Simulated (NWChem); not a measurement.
Species: PbHSF, singlet; SMILES [F][Pb][SH]

```xyz
4

Pb     0.2643     0.3376     0.0000
F     -1.6661     1.0496     0.0000
S     -0.3834    -2.1279     0.0000
H      0.9154    -2.5093     0.0000
```
Atoms are numbered in this order, from 1.

Level: PBE0/def2-SVP with def2 effective core potentials on Pb (NWChem), optimised geometry, unscaled harmonic frequencies. Low-valent species are run as closed-shell singlets; no triplet was tried in these runs. def2 effective core potentials on Pb; no spin-orbit coupling.

```tsv
frequency (cm⁻¹)	IR intensity (km/mol)
125	3.9
284	9.9
309	39.8
557	80.8
609	15.4
2700	3.5
```

```
Item                                                                               Result
-----------------------------------------------------------------------  ----------------
zero-point energy                                                            6.5 kcal/mol
thermal correction to the enthalpy at 298.15 K (with zero-point energy)     10.1 kcal/mol
heat capacity Cv                                                         13.4 cal/(mol K)
entropy at 298.15 K and 1 atm (symmetry number 1)                        76.0 cal/(mol K)
```

Rigid rotor and harmonic oscillator.
